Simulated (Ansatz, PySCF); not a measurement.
CH8ClNSi3, SMILES N[Si@@]1(Cl)C[SiH2][SiH2]1. Atoms are numbered in the order given.

```xyz
14

N      1.7184    -1.0395     0.8254
Si     0.7235    -0.0023    -0.1240
Cl     1.7846     1.2507    -1.4236
C     -0.5444    -1.0694    -1.0213
Si    -1.8217    -1.1299     0.4018
Si    -0.9261     0.8706     1.2913
H      2.2000    -1.8158     0.3814
H      2.2854    -0.6435     1.5676
H     -0.1905    -2.0369    -1.4098
H     -0.9774    -0.4972    -1.8595
H     -1.5961    -2.3035     1.2979
H     -3.2437    -1.1286    -0.0617
H     -0.6539     1.0035     2.7538
H     -1.6157     2.0935     0.7760
```

Geometry optimised at PBE0-D3(BJ)/def2-SVP. The structure was generated by enumeration; whether it is a known compound was not checked. The values are those of a single conformer.

Two levels are set side by side: PBE-D3(BJ)/def2-SVP (Ansatz, a program for electronic structure) and PBE0-D3(BJ)/def2-SVP (Ansatz). Each level has its own optimised geometry; the coordinates shown are those of the second. Frequencies come from the Hessian of PySCF at each geometry. Differences are taken from unrounded values.

```csv
quantity,PBE0-D3(BJ)
mean bond length (Å),1.610
bond N1–Si2 (Å),1.722
bond Si2–Cl3 (Å),2.094
bond Si2–C4 (Å),1.884
bond Si2–Si6 (Å),2.342
bond C4–Si5 (Å),1.913
bond Si5–Si6 (Å),2.365
bond N1–H7 (Å),1.016
bond N1–H8 (Å),1.014
bond C4–H9 (Å),1.101
bond C4–H10 (Å),1.103
bond Si5–H11 (Å),1.494
bond Si5–H12 (Å),1.496
bond Si6–H13 (Å),1.494
bond Si6–H14 (Å),1.496
highest harmonic wavenumber (cm⁻¹),3695
mean harmonic wavenumber (cm⁻¹),1095
zero-point energy (kcal/mol),56.37
```

Task: What does PBE-D3(BJ) give, and how far is it from PBE0-D3(BJ)? (Estimate from the structure and the level; the computed values follow.)

Result: 
```csv
quantity,PBE-D3(BJ),PBE-D3(BJ) minus PBE0-D3(BJ)
mean bond length (Å),1.621,0.011
bond N1–Si2 (Å),1.739,0.016
bond Si2–Cl3 (Å),2.112,0.018
bond Si2–C4 (Å),1.898,0.014
bond Si2–Si6 (Å),2.353,0.011
bond C4–Si5 (Å),1.925,0.012
bond Si5–Si6 (Å),2.375,0.009
bond N1–H7 (Å),1.025,0.010
bond N1–H8 (Å),1.024,0.009
bond C4–H9 (Å),1.109,0.008
bond C4–H10 (Å),1.111,0.007
bond Si5–H11 (Å),1.504,0.010
bond Si5–H12 (Å),1.507,0.011
bond Si6–H13 (Å),1.504,0.011
bond Si6–H14 (Å),1.506,0.011
highest harmonic wavenumber (cm⁻¹),3565,-130
mean harmonic wavenumber (cm⁻¹),1059,-36
zero-point energy (kcal/mol),54.50,-1.87
```

GGA bonds tend to be longer and softer than those of functionals with exact exchange. Differences between two approximate levels are no errors against the true value.
